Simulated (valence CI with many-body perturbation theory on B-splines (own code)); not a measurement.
E1 transitions of Ru30+

Level of theory: relativistic CI+MBPT: four valence electrons over a frozen Dirac-Fock core [Ne], radial functions for each j: 11 s, 11 p, 9 d, 7 f, 5 g, 2 h, 1 i, with the one-electron correlation potential Σ1 (screened to all orders), the two-electron term Σ2, the three-electron term Σ3, Breit, model QED; selected single and double excitations, second order for the rest (own B-spline code, finite nucleus).

No measured spectrum was set against this ion. As an estimate, large intervals hold to a few tenths of a per cent, small ones and those within an open d or f shell to about a per cent.

Lines 101 to 150 of 229 in falling wavelength, among levels below 2315300 cm⁻¹, chosen from the strongest by gf and those to the six lowest levels. Wavelengths and rates use the calculated energies. Electric multipoles are in the length gauge, E1 and E2 with the static RPA response of the core. Weak lines are less certain than strong ones. Lines between different terms over intervals too small for the method are left out, as are lines whose strength nearly cancels. The highest levels of a list are the least certain.

Levels are named by their leading jj configuration (3d3/2^4 stands for four electrons in 3d with j = 3/2), which in mixed levels can hold well under half, so a name can repeat and another be missing. Letters in brackets count levels of one name in rising energy.

| λ vac (nm) | Upper | Lower | A (s⁻¹) | S (a.u.) |
| --- | --- | --- | --- | --- |
| 10.02 | (3s^2 3p1/2 3d5/2) J=3 | (3s^2 3p1/2 3p3/2) J=2 | 2.51e+10 | 8.71e-02 |
| 10.01 | (3s 3p1/2 3p3/2 3d5/2) J=3 [e] | (3s^2 3p1/2 3d5/2) J=3 | 5.97e+10 | 2.07e-01 |
| 9.990 | (3s 3p3/2^2 3d3/2) J=1 [b] | (3s^2 3p1/2 3d3/2) J=1 | 3.48e+10 | 5.14e-02 |
| 9.984 | (3s 3p1/2 3p3/2 3d3/2) J=2 [b] | (3s 3p1/2^2 3p3/2) J=1 | 2.45e+10 | 6.01e-02 |
| 9.981 | (3s 3p1/2 3p3/2 3d3/2) J=1 [c] | (3s^2 3p1/2 3d3/2) J=2 | 6.94e+10 | 1.02e-01 |
| 9.944 | (3s^2 3p3/2 3d3/2) J=3 | (3s^2 3p3/2^2) J=2 | 1.27e+10 | 4.30e-02 |
| 9.936 | (3s 3p1/2 3p3/2 3d5/2) J=2 [e] | (3s^2 3p1/2 3d5/2) J=2 | 2.78e+10 | 6.74e-02 |
| 9.932 | (3s 3p1/2 3p3/2^2) J=1 [b] | (3s^2 3p1/2 3p3/2) J=2 | 9.49e+10 | 1.38e-01 |
| 9.866 | (3s 3p1/2 3p3/2 3d5/2) J=2 [d] | (3s^2 3p1/2 3d5/2) J=3 | 8.43e+10 | 2.00e-01 |
| 9.848 | (3s 3p3/2^2 3d5/2) J=0 | (3s 3p1/2 3p3/2^2) J=1 [a] | 5.13e+10 | 2.42e-02 |
| 9.839 | (3s 3p1/2 3p3/2 3d5/2) J=2 [c] | (3s 3p1/2 3p3/2^2) J=2 [b] | 1.12e+10 | 2.63e-02 |
| 9.835 | (3s 3p3/2^2 3d3/2) J=3 | (3s^2 3p1/2 3d5/2) J=3 | 1.14e+10 | 3.76e-02 |
| 9.790 | (3s 3p1/2 3p3/2 3d5/2) J=2 [b] | (3s 3p1/2 3p3/2^2) J=3 | 4.62e+10 | 1.07e-01 |
| 9.783 | (3s 3p1/2 3p3/2 3d3/2) J=2 [c] | (3s 3p1/2 3p3/2^2) J=2 [a] | 1.61e+10 | 3.73e-02 |
| 9.741 | (3s 3p1/2 3p3/2 3d5/2) J=1 [c] | (3s 3p1/2 3p3/2^2) J=2 [b] | 1.17e+10 | 1.60e-02 |
| 9.736 | (3s 3p1/2 3p3/2 3d3/2) J=2 [e] | (3s 3p1/2 3p3/2^2) J=2 [b] | 3.01e+10 | 6.84e-02 |
| 9.622 | (3s 3p1/2 3p3/2 3d5/2) J=1 [b] | (3s 3p1/2 3p3/2^2) J=0 | 2.77e+10 | 3.65e-02 |
| 9.574 | (3s 3p3/2^2 3d3/2) J=2 | (3s 3p1/2 3p3/2^2) J=2 [b] | 2.23e+10 | 4.83e-02 |
| 9.574 | (3s 3p1/2 3p3/2 3d5/2) J=2 [e] | (3s 3p1/2 3p3/2^2) J=1 [b] | 3.01e+10 | 6.52e-02 |
| 9.571 | (3s^2 3p1/2 3d5/2) J=2 | (3s^2 3p1/2 3p3/2) J=2 | 3.95e+10 | 8.55e-02 |
| 9.569 | (3s 3p1/2 3p3/2^2) J=1 [b] | (3s^2 3p1/2 3p3/2) J=1 | 1.49e+10 | 1.93e-02 |
| 9.531 | (3s 3p3/2^2 3d3/2) J=1 [b] | (3s 3p1/2 3p3/2^2) J=1 [b] | 1.05e+10 | 1.35e-02 |
| 9.520 | (3s 3p1/2 3p3/2 3d5/2) J=4 [c] | (3s 3p1/2 3p3/2^2) J=3 | 1.72e+10 | 6.58e-02 |
| 9.496 | (3s 3p1/2 3p3/2 3d5/2) J=2 [e] | (3s^2 3p1/2 3d5/2) J=3 | 4.00e+10 | 8.46e-02 |
| 9.479 | (3s 3p1/2 3p3/2 3d5/2) J=2 [c] | (3s 3p1/2 3p3/2^2) J=1 [a] | 2.59e+10 | 5.44e-02 |
| 9.478 | (3s^2 3p1/2 3d3/2) J=1 | (3s^2 3p1/2 3p3/2) J=2 | 4.03e+10 | 5.08e-02 |
| 9.454 | (3s 3p1/2 3p3/2 3d5/2) J=2 [d] | (3s 3p1/2 3p3/2^2) J=2 [b] | 4.10e+10 | 8.56e-02 |
| 9.425 | (3s 3p3/2^2 3d3/2) J=3 | (3s 3p1/2 3p3/2^2) J=2 [b] | 9.70e+09 | 2.81e-02 |
| 9.397 | (3s 3p3/2^3) J=1 | (3s^2 3p3/2^2) J=2 | 1.39e+11 | 1.71e-01 |
| 9.389 | (3s 3p1/2 3p3/2 3d5/2) J=1 [c] | (3s 3p1/2 3p3/2^2) J=1 [a] | 4.48e+10 | 5.49e-02 |
| 9.384 | (3s 3p1/2 3p3/2 3d3/2) J=2 [e] | (3s 3p1/2 3p3/2^2) J=1 [a] | 4.73e+10 | 9.65e-02 |
| 9.336 | (3s 3p1/2 3p3/2 3d3/2) J=1 [d] | (3s^2 3p1/2 3d3/2) J=2 | 7.86e+10 | 9.47e-02 |
| 9.283 | (3s 3p1/2 3p3/2 3d5/2) J=3 [d] | (3s^2 3p1/2 3d3/2) J=2 | 1.38e+10 | 3.82e-02 |
| 9.243 | (3s 3p1/2 3p3/2 3d5/2) J=2 [b] | (3s 3p1/2 3p3/2^2) J=2 [a] | 4.01e+10 | 7.81e-02 |
| 9.240 | (3s^2 3p3/2 3d5/2) J=2 | (3s^2 3p3/2^2) J=2 | 1.73e+11 | 3.37e-01 |
| 9.234 | (3s 3p3/2^2 3d3/2) J=1 [a] | (3s 3p1/2 3p3/2^2) J=1 [a] | 9.06e+09 | 1.06e-02 |
| 9.234 | (3s 3p3/2^2 3d3/2) J=2 | (3s 3p1/2 3p3/2^2) J=1 [a] | 3.19e+10 | 6.21e-02 |
| 9.234 | (3s^2 3p1/2 3d5/2) J=2 | (3s^2 3p1/2 3p3/2) J=1 | 7.40e+10 | 1.44e-01 |
| 9.232 | (3s 3p1/2 3p3/2 3d3/2) J=1 [a] | (3s 3p1/2^2 3p3/2) J=2 | 2.85e+09 | 3.33e-03 |
| 9.205 | (3s 3p1/2 3p3/2 3d5/2) J=1 [b] | (3s^2 3p1/2 3d3/2) J=2 | 1.20e+10 | 1.39e-02 |
| 9.194 | (3s 3p1/2 3p3/2 3d3/2) J=2 [a] | (3s 3p1/2^2 3p3/2) J=2 | 6.25e+09 | 1.20e-02 |
| 9.188 | (3s 3p1/2 3p3/2 3d5/2) J=3 [c] | (3s 3p1/2 3p3/2^2) J=3 | 2.05e+10 | 5.50e-02 |
| 9.147 | (3s^2 3p1/2 3d3/2) J=1 | (3s^2 3p1/2 3p3/2) J=1 | 4.77e+10 | 5.41e-02 |
| 9.143 | (3s^2 3p3/2 3d5/2) J=1 | (3s^2 3p3/2^2) J=0 | 1.69e+11 | 1.91e-01 |
| 9.126 | (3s 3p3/2^3) J=2 | (3s^2 3p1/2 3p3/2) J=2 | 2.21e+10 | 4.15e-02 |
| 9.114 | (3s 3p1/2 3p3/2 3d5/2) J=2 [e] | (3s 3p1/2 3p3/2^2) J=2 [b] | 1.51e+10 | 2.82e-02 |
| 9.105 | (3s 3p1/2 3p3/2 3d3/2) J=2 [c] | (3s 3p1/2^2 3p3/2) J=1 | 4.68e+10 | 8.71e-02 |
| 9.075 | (3s 3p1/2 3p3/2 3d3/2) J=3 [a] | (3s 3p1/2^2 3p3/2) J=2 | 9.57e+09 | 2.47e-02 |
| 9.074 | (3s 3p3/2^2 3d3/2) J=1 [b] | (3s 3p1/2 3p3/2^2) J=2 [b] | 7.93e+10 | 8.77e-02 |
| 9.047 | (3s 3p3/2^2 3d3/2) J=1 [a] | (3s 3p1/2 3p3/2^2) J=0 | 6.87e+10 | 7.53e-02 |
